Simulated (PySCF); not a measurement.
## Input and output

[Bi(PH3)]3+ (singlet). PySCF 2.14.0, RKS PBE0, Bi def2-TZVP with ECP60, P def2-TZVP, H def2-TZVP; non-relativistic Hamiltonian with scalar-relativistic core potentials where named; density fitting; no spin-orbit coupling. Purpose: basis and core treatment small-core/TZVP.

```python
mol = gto.M(atom='''
Bi    -0.00000     0.00000    -0.30056
P     -0.00000    -0.00000     2.58982
H      1.37873    -0.00001     2.97907
H     -0.68936     1.19402     2.97907
H     -0.68937    -1.19402     2.97907''',
    basis={'Bi': 'def2-TZVP', 'P': 'def2-TZVP', 'H': 'def2-TZVP'},
    ecp={'Bi': 'def2-TZVP'},
    charge=3, spin=0)
mf = dft.RKS(mol, xc='PBE0')
mf.grids.atom_grid = (75, 302)
mf = mf.density_fit()  # fitting sets: Bi def2-universal-JKFIT, P def2-universal-JKFIT, H def2-universal-JKFIT
mf.conv_tol = 1e-08; mf.max_cycle = 55
mf.kernel(dm0)  # dm0: free metal ions and neutral atoms
mf.nuc_grad_method().kernel()
```

Run from Python with OMP_NUM_THREADS=2; the lines above give its settings. Where DIIS fails, smearing, a level shift and second-order steps follow.
It took 4.3 s on 2 threads of Arm Neoverse V1, with other jobs on the host.

**Question.** Where do the frontier levels lie, over both spins?

**Answer.** HOMO -25.75 eV, LUMO -22.15 eV. 

**Question.** What are the Mulliken charges and spins?

**Answer.** 
```
atom  charge (e)  spin (e)
 Bi1       1.958     0.000
  P2       0.095     0.000
  H3       0.316     0.000
  H4       0.316     0.000
  H5       0.316     0.000
```

**Question.** What forces act on the atoms (eV/Å)?

**Answer.** 
```
Bi   0.00  0.00  0.11
P    0.00  0.00  0.08
H   -0.17  0.00 -0.06
H    0.09 -0.15 -0.06
H    0.09  0.15 -0.06
```
Forces carry noise of the integration grid, about 0.01 to 0.03 eV/Å.

The geometry was relaxed with PBE0 (Bi def2-SVP with ECP60, P def2-SVP, H def2-SVP).
